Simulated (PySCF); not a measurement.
C2H6AlCl (SMILES [CH3][Al]([CH3])[Cl]), singlet, at a GFN2-xTB geometry (such geometries of metal compounds can be far from the true shape); DF-CAMB3LYP/def2-TZVPD run with PySCF.

Input for PySCF:
```python
from pyscf import gto, scf, dft

mol = gto.Mole()
mol.atom = '''
    Al    0.193368   -0.223623    0.204697
    C     2.048816   -0.632616   -0.398672
    H     2.555717   -1.370443    0.226104
    H     2.674934    0.265903   -0.407330
    H     2.059716   -1.014090   -1.425284
    C    -0.686717   -0.951157    1.838775
    H    -1.537920   -1.591820    1.585055
    H    -1.092588   -0.148577    2.463890
    H    -0.016870   -1.543138    2.465330
    Cl   -0.901727    1.047759   -0.953497
'''
mol.basis = 'def2-tzvpd'
mol.charge = 0
mol.spin = 0
mol.verbose = 5
mol.build()

mf = dft.RKS(mol)
mf.xc = 'camb3lyp'
mf = mf.density_fit(auxbasis='def2-universal-jkfit')
mf.kernel()
mf.analyze()
```

The log (banner, timings and long lists left out):

```
PySCF version 2.14.0

[INPUT] verbose = 5
[INPUT] max_memory = 4000
[INPUT] num. atoms = 10
[INPUT] num. electrons = 48
[INPUT] charge = 0
[INPUT] spin (= nelec alpha-beta = 2S) = 0
[INPUT] symmetry False subgroup None
[INPUT] Mole.unit = angstrom
[INPUT] Symbol           X                Y                Z      unit          X                Y                Z       unit  Magmom
[...]
[INPUT] ---------------- BASIS SET ----------------
[INPUT] l, kappa, [nprim/nctr], expnt,             c_1 c_2 ...
[INPUT] Al
[...]
                                5668.0682165      0.0044093016538
                                1289.8582841      0.022630967411
                                364.86596028      0.088025644295
                                118.57631515      0.25223701612
                                42.024867605      0.45960547169
                                15.499501629      0.33277886014
[...]
                                23.031408972      0.087906743952
                                3.6348797649      -0.34246704535
[...]
                                0.76103394581     0.5807101647
[...]
                                107.08195049      0.018568641823
                                34.131021255      0.087216237035
                                12.587037428      0.26902101523
                                4.9811919704      0.52128324272
[...]
                                0.333                1
[...]
[INPUT] Cl
[...]
                                10426.15688       0.0041990463961
                                2373.2334061      0.021592141679
                                671.56420071      0.084598850094
                                218.4199979       0.24757249724
                                77.572249714      0.47016930228
                                28.888815277      0.37436370716
[...]
                                39.339582961      0.10786112456
                                7.6740679989      -0.27408821574
[...]
                                1.8385832573      0.68636955368
[...]
                                157.6424169       0.018879300374
                                50.262520978      0.087206341273
                                18.536078105      0.2528561297
                                7.2940532777      0.4350715482
[...]
                                1.011                1
[...]
[INPUT] H
[...]
                                5.1235746         0.045021094
[...]
converged SCF energy = -782.562128059544
Total Energy =                        -782.562128059544420
[...]
7 H 3py          0.01099   0.01495
7 H 3pz          0.00821  -0.01185
8 H 1s           0.00450   0.00006
8 H 2s          -0.01149   0.00112
8 H 3s           0.01145  -0.00417
8 H 2px         -0.02428  -0.01198
8 H 2py          0.01893   0.00125
8 H 2pz         -0.02011   0.00363
8 H 3px          0.00988  -0.01498
8 H 3py         -0.01300   0.00246
8 H 3pz          0.01479   0.00112
9 Cl 1s         -0.00000   0.00207
9 Cl 2s         -0.00001   0.00708
9 Cl 3s          0.00001   0.00021
9 Cl 4s         -0.00008  -0.02515
9 Cl 5s          0.00056  -0.51462
9 Cl 6s          0.00064  -0.84059
9 Cl 2px         0.00000   0.00003
9 Cl 2py         0.00000  -0.00003
9 Cl 2pz         0.00000   0.00003
9 Cl 3px        -0.00061   0.00038
9 Cl 3py        -0.00007  -0.00044
9 Cl 3pz         0.00050   0.00040
9 Cl 4px         0.00126   0.02159
9 Cl 4py         0.00016   0.02512
9 Cl 4pz         0.00122  -0.02279
9 Cl 5px        -0.00402   0.02095
9 Cl 5py        -0.00020  -0.02431
9 Cl 5pz         0.00338   0.02216
9 Cl 6px        -0.00438   0.01762
9 Cl 6py        -0.00038  -0.02044
9 Cl 6pz         0.00349   0.01862
9 Cl 7px         0.00258  -0.00491
9 Cl 7py         0.00034   0.00574
9 Cl 7pz        -0.00172  -0.00521
9 Cl 3dxy        0.00276  -0.01501
9 Cl 3dyz       -0.00260  -0.01622
9 Cl 3dz^2       0.00382  -0.00031
9 Cl 3dxz       -0.00054   0.01261
9 Cl 3dx2-y2    -0.00291  -0.00155
9 Cl 4dxy        0.00333  -0.01213
9 Cl 4dyz       -0.00314  -0.01261
9 Cl 4dz^2       0.00450  -0.00053
9 Cl 4dxz       -0.00072   0.01206
9 Cl 4dx2-y2    -0.00363  -0.00248
9 Cl 5dxy        0.00026   0.00671
9 Cl 5dyz       -0.00030   0.00821
9 Cl 5dz^2       0.00022  -0.00036
9 Cl 5dxz       -0.00013  -0.00223
9 Cl 5dx2-y2    -0.00051  -0.00158
9 Cl 4f-3        0.00166  -0.00228
9 Cl 4f-2        0.00049  -0.00490
9 Cl 4f-1       -0.00219  -0.00221
9 Cl 4f+0        0.00032  -0.00252
9 Cl 4f+1        0.00061   0.00063
9 Cl 4f+2       -0.00041  -0.00120
9 Cl 4f+3       -0.00052  -0.00221
 ** Mulliken pop on meta-lowdin orthogonal AOs  **
 ** Mulliken pop  **
 ** Mulliken atomic charges  **
charge of    0Al =      0.87824
charge of    1C =     -0.64851
charge of    2H =      0.12287
charge of    3H =      0.12810
charge of    4H =      0.12786
charge of    5C =     -0.64850
charge of    6H =      0.12819
charge of    7H =      0.12775
charge of    8H =      0.12290
charge of    9Cl =     -0.33888
Dipole moment(X, Y, Z, Debye):  0.85039, -0.98428,  0.89995
```
